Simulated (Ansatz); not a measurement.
Program: Ansatz. Geometries: PBE0-D4/def2-TZVP. ΔE: electronic, gas phase. CCSD(T)/CBS adds triple-zeta CCSD(T) − MP2 to the extrapolated MP2 energy (def2 sets, frozen cores). This one scheme is used for every species. def2 core potentials past Kr. For In outer-core shells are correlated without core-valence functions, which leaves a few kJ/mol of doubt a bond. One conformer a species, not always the lowest.

`[CH3][In]([F])[Cl]` + `[SiH3]N[SiH3]` → `[F][In]([Cl])[N]([SiH3])[SiH3]` + CH₄  (ligand exchange at the In–C bond)

| species | CCSD(T)/CBS(def2) energy (Eh) |
| --- | --- |
| `[CH3][In]([F])[Cl]` | -789.33016 |
| `[SiH3]N[SiH3]` | -637.10515 |
| `[F][In]([Cl])[N]([SiH3])[SiH3]` | -1385.98629 |
| CH₄ | -40.46206 |

(1) Work out ΔE.

Largest T1 diagnostic among the species: 0.015.

Answers

(1) ΔE = (-1385.98629) + (-40.46206) − (-789.33016) − (-637.10515) = -0.01304 Eh = -34.2 kJ/mol.

The D4 term adds −11.4 kJ/mol with B3LYP and −6.6 kJ/mol with PBE0; it sums over pairs of atoms, weighted by their polarisabilities, and B3LYP, whose exchange is more repulsive, gets the larger term. From BLYP to BHLYP (50 % exact exchange), in def2-TZVPP and without D4, ΔE moves by −5.3 kJ/mol. In def2-TZVPP, CCSD(T) changes the Hartree–Fock value by −10.7 kJ/mol (the triples alone add −3.5 kJ/mol) and MP2 by −12.5 kJ/mol.

B3LYP here is the variant with VWN-RPA as its local correlation; programs differ in this.
